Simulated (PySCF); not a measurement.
C4H2ClF, SMILES C#C/C(Cl)=C\F. Geometry: ωB97X-D3(BJ)/def2-SVP. The structure was generated by enumeration; whether it is a known compound was not checked.

Problem. Give the equilibrium geometry at ωB97X-D3(BJ)/def2-SVP (PySCF confirms it by a frequency run) as bond lengths and angles, and its point group. (The exact figures need the calculation; the answer reports its results.)

Solution. point group Cs.
Atoms: C1 C2 C3 Cl4 C5 F6 H7 H8. Bonds (Å): C1–C2 1.209, C1–H7 1.076, C2–C3 1.431, C3–Cl4 1.737, C3–C5 1.339, C5–F6 1.326, C5–H8 1.093. Bond angles (°): C2–C1–H7 179.8, C1–C2–C3 179.6, C2–C3–Cl4 117.5, C2–C3–C5 123.7, Cl4–C3–C5 118.7, C3–C5–F6 121.5, C3–C5–H8 123.9, F6–C5–H8 114.6.
